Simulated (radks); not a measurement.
Results of a calculation; reference values are marked as such.
Question: These are the eigenvalues of the occupied orbitals of an atom or ion with whole-number occupations (eV). Level of theory: scalar-relativistic Kohn-Sham, r2SCAN, spin-unpolarised, spherical densities, finite nucleus; meta-GGA in the generalised Kohn-Sham scheme; Fermi nuclear charge, rms radius of each element as measured or else 0.836 A^(1/3) + 0.57 fm (a radial shooting solver on a logarithmic mesh with Libxc functionals).

orbital  eigenvalue
1s        -3562.941
2s        -382.8985
2p        -307.3775
3s         -57.6693
3p         -39.7395

Which element is it, and in what charge state? The configuration may be excited.

Answer: Z = 19, potassium, charge +2: K2+ in [Ne] 3s2 3p5. The list shows which subshells hold electrons but not how many an open one holds; the 1s level, -130.94 hartree, gives Z - s = 16.2 by -(Z - s)^2/2, which with screening and relativity narrows Z to a few neighbours, and the depths of the outer levels then fix element, charge and occupations together.
